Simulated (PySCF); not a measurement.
Stepwise substitution at one centre (In H-OH). All species are isolated molecules in the gas phase. One relaxed conformer stands for each flexible species; it need not be the lowest. Strings in code marks are SMILES.

The LUMO from two functionals at the same geometries (B3LYP-D3(BJ)/def2-TZVP), both in PySCF: PBE-D3(BJ)/def2-TZVP and M06-2X/def2-TZVP. 

| species | M06-2X/def2-TZVP (eV) |
|---|---|
| 0 of 3 H replaced by OH | -1.41 |
| 1 of 3 H replaced by OH (`[OH][InH2]`) | -1.06 |
| 2 of 3 H replaced by OH | -0.68 |
| 3 of 3 H replaced by OH (`[OH][In]([OH])[OH]`) | -1.23 |

Question: What does PBE-D3(BJ)/def2-TZVP give for each?

Answer: 
- 0 of 3 H replaced by OH: -2.65
- 1 of 3 H replaced by OH (`[OH][InH2]`): -2.20
- 2 of 3 H replaced by OH: -2.07
- 3 of 3 H replaced by OH (`[OH][In]([OH])[OH]`): -2.91
Over these rows, drawn at random from the members with no instability flagged (it was tested for open shells, ions and some series alone), PBE minus M06-2X: mean -1.36 eV, from -1.68 eV to -1.14 eV.
